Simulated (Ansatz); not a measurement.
# What a proton shuttle does

Si₂H₆O ([SiH3][O][SiH3]) + HF → Si₂H₅OF ([F][SiH2][O][SiH3]) + H₂ (links in brackets), a four-centre ligand exchange, has a barrier of 1.386 eV above its start structure and a step energy of -1.329 eV. One HF is now added to the ring of the saddle, taking the hydrogen and handing on one of its own. Gas-phase electronic energies, without zero-point energy, by CCSD(T) at an estimated basis limit (MP2 extrapolated from triple and quadruple zeta, plus CCSD(T) − MP2 in triple zeta); Ansatz 0.2.0, def2-TZVPP and QZVPP, frozen cores, on PBE0-D4/def2-TZVP structures. Extrapolation: Hartree–Fock as exp(−7.88 √X), correlation as X^−2.97. Each barrier counts from its own start structure, which holds all the molecules, is reached by relaxing down from the saddle and may not be the deepest complex; no counterpoise correction.

(1) What are the barrier and the step energy with the shuttle? (To be estimated.)

No T1 diagnostic of these runs exceeds 0.013.

For scale, one of the runs: CCSD(T)/def2-TZVPP, 289 basis functions, launched by `ansatz run in.yaml --threads 8 --pin off --events-out ev --progress --plain --max-ram 19148MiB`. Time: 3 min of wall clock on 8 CPU threads of an Arm Neoverse V2; the host was shared. Peak host memory: 9.1 GiB.

## Answers

(1) By the calculation: Barrier 1.296 eV, 0.090 eV lower than without; step energy -1.323 eV, both from the start structure. Counted from all the molecules apart, the saddle lies at 0.958 eV with the shuttle and at 1.294 eV without; the start well goes from -0.092 to -0.338 eV. At the saddle the angle at each passing proton is F–H···H 148° without the shuttle, against F–H···F 157° and F–H···H 169° with it. Bringing in the extra molecule costs entropy, which these electronic energies leave out.
